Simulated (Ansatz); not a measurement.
Geometry optimisation, RKS PBE-D4/def2-SVP (Ansatz 0.2.0).

Input file:

```yaml
crystal:
  periodic: [false, false, false]
  atoms:
    - { symbol: "N", position_ang: [-1.0138, 0.6797, -0.5455] }
    - { symbol: B, position_ang: [0.2992, 0.0791, -0.3602] }
    - { symbol: C, position_ang: [0.4602, -1.036, 0.7] }
    - { symbol: O, position_ang: [1.6582, -1.5505, 0.8607] }
    - { symbol: H, position_ang: [-1.41385, 0.383, -1.51328] }
    - { symbol: H, position_ang: [-1.72179, 0.25375, 0.14454] }
    - { symbol: H, position_ang: [1.2438, 0.4138, -1.0298] }
    - { symbol: H, position_ang: [-0.307, -1.3332, 1.3199] }
basis:
  gaussian: { orbitals: def2-SVP }
hamiltonian:
  xc: pbe
  dispersion: d4
relax:
  f_tol: 0.015
  max_steps: 40
output:
  orbitals: {}
```

Command:

```bash
$ ansatz run input.yaml --threads 1 --pin off --max-ram 2048MiB --backend cpu --events-out ev --progress --plain --runs-dir out
```

Problem. Where does it end, and by what steps?

Solution. It converged. After 9 steps the energy has fallen by 1.306 eV; H5 moved furthest, 0.63 Å.

```
step  energy less start (eV)  largest force component (eV/Å)  accepted
   0                  0.0000                           7.608       yes
   1                 -0.5906                           3.028       yes
   2                 -0.8674                           1.871       yes
   3                 -1.1272                           1.851       yes
   4                 -1.2758                           0.400       yes
   5                 -1.2873                           0.423       yes
   6                 -1.3022                           0.179       yes
   7                 -1.3026                           0.122       yes
   8                 -1.3050                           0.050       yes
   9                 -1.3055                           0.011       yes
```

```xyz
8
Properties=species:S:1:pos:R:3
N -1.041 0.364 -0.626
B 0.282 -0.036 -0.452
C 0.588 -1.028 0.771
O 1.686 -1.499 1.028
H -1.358 0.989 -1.369
H -1.797 0.051 -0.009
H 1.152 0.355 -1.204
H -0.307 -1.306 1.437
```

Run time: 22 s on 1 thread of Arm Neoverse V2, with other jobs on the host, peak memory 0.14 GiB.
